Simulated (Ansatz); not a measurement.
C6H10 (SMILES C=CC=C(C)C), singlet, geometry from GFN2-xTB; Ansatz (an electronic-structure program) with MP2/pcseg-1.

Ansatz was given this input:
Ansatz 0.2 input:
```yaml
crystal:
  periodic: [false, false, false]
  atoms:
    - {symbol: C, position_ang: [1.36626791, 0.85402599, 2.28811800]}
    - {symbol: C, position_ang: [0.48971064, 0.22928931, 1.50690188]}
    - {symbol: C, position_ang: [0.47316693, 0.37361498, 0.07033235]}
    - {symbol: C, position_ang: [-0.36282610, -0.20629940, -0.79829479]}
    - {symbol: C, position_ang: [-0.24385055, 0.05229733, -2.27039227]}
    - {symbol: C, position_ang: [-1.47416108, -1.14278177, -0.43681945]}
    - {symbol: H, position_ang: [2.11928156, 1.50896718, 1.88086294]}
    - {symbol: H, position_ang: [1.36451698, 0.73517962, 3.35797333]}
    - {symbol: H, position_ang: [-0.24914991, -0.41840293, 1.95781839]}
    - {symbol: H, position_ang: [1.23746833, 1.03446261, -0.32163042]}
    - {symbol: H, position_ang: [-0.06752591, -0.88146940, -2.80480165]}
    - {symbol: H, position_ang: [0.57106565, 0.73714851, -2.48947605]}
    - {symbol: H, position_ang: [-1.17056698, 0.47880723, -2.65486981]}
    - {symbol: H, position_ang: [-2.42724506, -0.73209281, -0.77131132]}
    - {symbol: H, position_ang: [-1.53453465, -1.32597561, 0.63044055]}
    - {symbol: H, position_ang: [-1.33315648, -2.09750303, -0.94408027]}
basis:
  gaussian:
    orbitals: pcseg-1.json
magnetization: {spin_polarized: false}
correlation: {method: mp2}
```
The basis file holds pcseg-1 in the JSON format of the Basis Set Exchange.

What the program printed (banner, timings and long lists left out):

```
Functional definition: HF
1474 factors; integrals over basis functions are off by at most 1.3e-3 eV
mean field evaluation 1: about -6334.2560 eV, gradient 3.7e1 eV
mean field evaluation 2: about -6334.2691 eV, gradient 3.7e1 eV
mean field evaluation 4: about -6338.4497 eV, gradient 3.5e0 eV
mean field evaluation 8: about -6338.4959 eV, gradient 2.7e-4 eV
mean field -6338.49588341 eV, -232.9354273287 hartree, gradient 1.9e-6 eV, S^2 0.000000; 0 other end points of the search recorded, 0 dependent functions left out; unrestricted orbitals would lower it
6 core orbitals not correlated
reference -6338.49588341 eV, -232.9354273287 hartree; 17, 17 occupied and 111, 111 virtual orbitals, 1474 factors
second order -22.41128653 eV of doubles, -0.00000000 eV of singles
Total energy: -6360.90716995 eV, -233.7590269178 hartree
```
